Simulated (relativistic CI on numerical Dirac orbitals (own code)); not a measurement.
**d5 in a ligand field**

Computed with a parametric ligand-field model of a d^n configuration (Racah B and C, spin-orbit zeta, crystal field), exact diagonalisation.

Field parameters in Wybourne normalisation: Oh B⁴₀ = 21Dq, B⁴₄ = √(5/14) B⁴₀; Td as Oh with Dq negative (B⁴₀ = 21Dq, B⁴₄ = √(5/14) B⁴₀). The field is a parameter set, without covalency.

A d5 ion in Oh symmetry has the ground term 2T2 and bands at 6A1 3535 cm⁻¹ (2829 nm), 4T1 8906 cm⁻¹ (1123 nm), 4T2 15641 cm⁻¹ (639 nm), 2A2 22830 cm⁻¹ (438 nm), 2T1 23157 cm⁻¹ (432 nm), 2T2 25404 cm⁻¹ (394 nm), 2E 27591 cm⁻¹ (362 nm). Which parameters reproduce them?

B = 940, C = 4000, ζ = 0 cm⁻¹, Oh, 10Dq = 27400 cm⁻¹.

Ground term and bands for B = 1030, C = 3670, ζ = 0 cm⁻¹, Td, 10Dq = -9750 cm⁻¹?

Ground term 6A1 with 2.00 electrons in the two orbitals of the cubic e set. Spin-allowed: none. Lowest spin-forbidden: 4T1 21357 cm⁻¹ (468 nm), 4T2 26188 cm⁻¹ (382 nm), 2T2 27890 cm⁻¹ (359 nm). A high-spin d5 ion has no spin-allowed d-d band, hence its pale colour.

Ground term and bands for B = 860, C = 3700, ζ = 0 cm⁻¹, Oh, 10Dq = 36300 cm⁻¹?

Ground term 2T2 with 0.04 electrons in the two orbitals of the cubic e set. Spin-allowed: 2A2 31696 cm⁻¹ (316 nm), 2T1 31996 cm⁻¹ (313 nm), 2T2 34304 cm⁻¹ (292 nm), 2E 36300 cm⁻¹ (275 nm). Lowest spin-forbidden: 4T1 18824 cm⁻¹ (531 nm), 6A1 24762 cm⁻¹ (404 nm), 4T2 25264 cm⁻¹ (396 nm).

A d5 ion in Oh symmetry has the ground term 2T2 and bands at 6A1 7361 cm⁻¹ (1358 nm), 4T1 7853 cm⁻¹ (1273 nm), 4T2 11882 cm⁻¹ (842 nm), 2A2 16093 cm⁻¹ (621 nm), 2T1 16284 cm⁻¹ (614 nm), 2T2 17674 cm⁻¹ (566 nm), 2E 18961 cm⁻¹ (527 nm). Which parameters reproduce them?

B = 550, C = 2370, ζ = 0 cm⁻¹, Oh, 10Dq = 18900 cm⁻¹.

Ground term and bands for B = 740, C = 3070, ζ = 0 cm⁻¹, Oh, 10Dq = 27050 cm⁻¹?

Ground term 2T2 with 0.05 electrons in the two orbitals of the cubic e set. Spin-allowed: 2A2 23294 cm⁻¹ (429 nm), 2T1 23557 cm⁻¹ (425 nm), 2T2 25458 cm⁻¹ (393 nm), 2E 27146 cm⁻¹ (368 nm). Lowest spin-forbidden: 4T1 12564 cm⁻¹ (796 nm), 6A1 14204 cm⁻¹ (704 nm), 4T2 18040 cm⁻¹ (554 nm).
